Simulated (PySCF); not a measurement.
Molecule: `N1=C(C(F)(F)F)C(F)=CN1`, C4H2F4N2.

Geometry (Å), atoms numbered from 1 in this order:
```xyz
12

F     0.0135    2.2314    0.2307
C    -0.4176    0.9813    0.1228
C    -1.7248    0.5463    0.1447
N    -1.6580   -0.7928    0.0013
N    -0.4245   -1.2394   -0.1091
C     0.3646   -0.1785   -0.0387
C     1.8506   -0.2791   -0.1276
F     2.3377    0.4026   -1.1783
F     2.4533    0.2273    0.9613
F     2.2724   -1.5379   -0.2543
H    -2.6414    1.0869    0.2493
H    -2.4243   -1.4487   -0.0282
```

Frames of a GFN2-xTB Langevin trajectory at 600 K; GIAO PBE0/pcSseg-1 shieldings in PySCF 2.14.0 with density-fitted response routines, gas phase, non-relativistic; equivalent atoms averaged within each frame.

Referencing at the same level of theory: CFCl3 for 19F (170.95 ppm); 13C (186.93 ppm), 1H (31.72 ppm) against TMS; 15N (267.73 ppm) against NH3. The references are static minima.

How do the shifts (ppm) fluctuate along the trajectory?

Answers


```csv
time (fs),F8/F9/F10,F1,C2,C6,C7,C3,N5,N4,H12,H11
250,-86.0,-188.8,156.9,145.1,126.8,115.8,336.2,218.0,11.63,6.89
425,-82.2,-175.8,153.2,126.3,124.5,132.6,370.7,214.6,7.98,8.76
625,-51.9,-177.5,162.0,144.0,135.1,128.3,372.2,206.1,9.45,6.82
800,-65.5,-169.6,163.3,139.4,130.6,126.5,339.6,219.7,9.22,9.33
1000,-68.5,-182.7,153.1,139.6,129.7,119.9,371.8,227.4,10.67,7.66
mean of frames,-70.8,-178.9,157.7,138.9,129.3,124.6,358.1,217.2,9.79,7.89
standard deviation,13.7,7.2,4.8,7.5,4.0,6.7,18.5,7.8,1.40,1.12
```

5 frames give an uncertainty of the mean of about the standard deviation over 2.2 at best, since frames this close in time may not be independent; classical motion lacks zero-point vibration, and the reference would need the same averaging.
